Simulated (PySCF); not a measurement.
How methods differ on the excitation energy of Te⁺

Te⁺ [Kr] 4d10 5s2 5p3 (4S) → Te⁺ [Kr] 4d10 5s1 5p4 (4P), as a difference of total energies. All numbers are calculated (PySCF 2.14, the spin-free X2C one-electron Hamiltonian (Gaussian nucleus), in x2c-QZVPPall with one added diffuse shell each of s, p, d, f type (14s10p8d5f1g, 128 functions)). Correlated levels: valence: [Kr] 4d10 frozen; valence and next inner shell: [Ar] 3d10 frozen. The calculations carry no spin-orbit coupling.

```
                                method  excitation energy (eV)
                                   UHF                   9.278
                                   LDA                   9.826
                                r2SCAN                   9.417
                               r2SCAN0                   9.445
                             BHandHLYP                   9.662
                                  TPSS                   9.558
                         MP2 (valence)                   9.251
                     SCS-MP2 (valence)                   9.245
    MP2 (valence and next inner shell)                   9.711
SCS-MP2 (valence and next inner shell)                   9.613
```

Estimate what PBE gives.

9.674 eV, closest to BHandHLYP among the rows shown.

Estimate what PBE0 gives.

9.626 eV, closest to SCS-MP2 (valence and next inner shell) among the rows shown.

A first-order spin-orbit estimate (lowest level to lowest level, LS coupling) adds -0.288 eV.
